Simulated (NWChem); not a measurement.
System: C₂H₅S, doublet; SMILES CC[S]

NWChem input:

```
start job
memory heap 200 mb stack 900 mb global 1100 mb
geometry units angstroms noautosym nocenter noautoz
  C      0.385449    -1.590372     0.000000
  C     -0.610572    -0.434378     0.000000
  S      0.098861     1.226108     0.000000
  H      1.038882    -1.549979     0.894041
  H     -0.141979    -2.567630     0.000000
  H      1.038882    -1.549979    -0.894041
  H     -1.296907    -0.479581     0.878067
  H     -1.296907    -0.479581    -0.878067
end
basis spherical
  C library def2-svp
  S library def2-svp
  H library def2-svp
end
dft
  odft
  mult 2
  xc pbe0
  iterations 150
end
cosmo
  do_cosmo_smd true
  solvent etoac
end
task dft energy
```

NWChem printed, in part:

```
             Northwest Computational Chemistry Package (NWChem) 7.3.0
             --------------------------------------------------------

                             Geometry "geometry" -> ""
                             -------------------------

 Output coordinates in angstroms (scale by  1.889725989 to convert to a.u.)

  No.       Tag          Charge          X              Y              Z
 ---- ---------------- ---------- -------------- -------------- --------------
    1 C                    6.0000     0.38544900    -1.59037200     0.00000000
    2 C                    6.0000    -0.61057200    -0.43437800     0.00000000
    3 S                   16.0000     0.09886100     1.22610800     0.00000000
    4 H                    1.0000     1.03888200    -1.54997900     0.89404100
    5 H                    1.0000    -0.14197900    -2.56763000     0.00000000
    6 H                    1.0000     1.03888200    -1.54997900    -0.89404100
    7 H                    1.0000    -1.29690700    -0.47958100     0.87806700
    8 H                    1.0000    -1.29690700    -0.47958100    -0.87806700

 Effective nuclear repulsion energy (a.u.)      97.3411613184

                                 NWChem DFT Module
                                 -----------------

 Summary of "ao basis" -> "ao basis" (spherical)
 ------------------------------------------------------------------------------
       Tag                 Description            Shells   Functions and Types
 ---------------- ------------------------------  ------  ---------------------
 C                          def2-svp                 6       14   3s2p1d
 S                          def2-svp                 8       18   4s3p1d
 H                          def2-svp                 3        5   2s1p

 in cosmo_initialize ...
 calling solv_data for solv:etoac

 solvent parameters
 solvname_short: etoac
 solvname_long:  ethyl acetate
 dielec:        5.9867
 dielecinf:     1.8832
 nonaqueous SMD model solvent descriptors
 dielec:        5.9867
 sola:          0.0000
 solb:          0.4500
 solc:          0.0000
 solg:         33.6700
 solh:          0.0000
 soln:          1.3723

          ---------------
          -cosmo- solvent
          ---------------
 Cosmo: York-Karplus, doi: 10.1021/jp992097l
 dielectric constant -eps-     =   5.99
 screen = (eps-1)/(eps    )    =   0.83296
 surface charge correction     = lagrangian

   van der Waals surface
 --------------------------

[...]

                                COSMO-SMD solvation results
                                ---------------------------

             internal energy in gas <Psi(g)|H|Psi(g)> =      -476.950581723994
         internal energy in solvent <Psi(s)|H|Psi(s)> =      -476.950152770172
                               delta internal energy  =         0.000428953823 (    0.27 kcal/mol)
   total free energy in solvent <Psi(s)|H+V/2|Psi(s)> =      -476.953757191479
 polarization energy contribution <Psi(s)|V/2|Psi(s)> =        -0.003604421307 (   -2.26 kcal/mol)
    total free energy in solvent including G(SMD-CDS) =      -476.957064622480
                       G(SMD-CDS) energy contribution =        -0.003307431001 (   -2.08 kcal/mol)
     1 M fixed-concentration free energy of solvation =        -0.006482898486 (   -4.07 kcal/mol)

                    DFT Final Alpha Molecular Orbital Analysis
                    ------------------------------------------

 Vector   15  Occ=1.000000D+00  E=-3.503452D-01
              MO Center= -2.8D-02, -2.5D-01, -7.5D-10, r^2= 3.5D+00
   Bfn.  Coefficient  Atom+Function         Bfn.  Coefficient  Atom+Function
  ----- ------------  ---------------      ----- ------------  ---------------
    40      0.304030  3 S  py                37      0.292156  3 S  py
    52     -0.248574  5 H  s                 19     -0.238321  2 C  py
     5      0.194250  1 C  py                18     -0.191630  2 C  px
    32      0.173176  3 S  s                  4      0.169871  1 C  px
    34      0.162709  3 S  py                39      0.121818  3 S  px

 Vector   16  Occ=1.000000D+00  E=-2.900884D-01
              MO Center= -7.3D-02,  8.8D-01, -3.9D-08, r^2= 2.2D+00
   Bfn.  Coefficient  Atom+Function         Bfn.  Coefficient  Atom+Function
  ----- ------------  ---------------      ----- ------------  ---------------
    41      0.623081  3 S  pz                38      0.443202  3 S  pz
    35      0.247455  3 S  pz                20     -0.187085  2 C  pz
    62     -0.175394  7 H  s                 67      0.175394  8 H  s
    63     -0.091961  7 H  s                 68      0.091961  8 H  s
    23     -0.089712  2 C  pz                48      0.067204  4 H  s

 Vector   17  Occ=1.000000D+00  E=-2.520754D-01
              MO Center=  6.6D-02,  1.0D+00,  3.5D-08, r^2= 1.9D+00
   Bfn.  Coefficient  Atom+Function         Bfn.  Coefficient  Atom+Function
  ----- ------------  ---------------      ----- ------------  ---------------
    39      0.605535  3 S  px                36      0.413856  3 S  px
    40     -0.266362  3 S  py                33      0.235140  3 S  px
     3     -0.176192  1 C  s                 37     -0.171019  3 S  py
     5     -0.125499  1 C  py                18     -0.106297  2 C  px
    34     -0.097499  3 S  py                62      0.076985  7 H  s

 Vector   18  Occ=0.000000D+00  E= 6.270941D-02
              MO Center= -3.9D-01, -2.1D-01, -3.7D-08, r^2= 5.0D+00
   Bfn.  Coefficient  Atom+Function         Bfn.  Coefficient  Atom+Function
  ----- ------------  ---------------      ----- ------------  ---------------
    17      2.001817  2 C  s                  3      0.843167  1 C  s
    63     -0.839022  7 H  s                 68     -0.839022  8 H  s
    32     -0.752368  3 S  s                 40      0.755633  3 S  py
    48     -0.555059  4 H  s                 58     -0.555059  6 H  s
    22      0.511605  2 C  py                39      0.380503  3 S  px

[...]
```

Level: PBE0/def2-SVP, spin-unrestricted, SMD on the gas-phase geometry. In the optimisation the excess spin sits in a" (Cs, its own frame). The geometry was optimised at PBE-D3(BJ)/def2-SVP, spin-unrestricted. No stability test was run on the SCF state. Solvent: ethyl acetate.
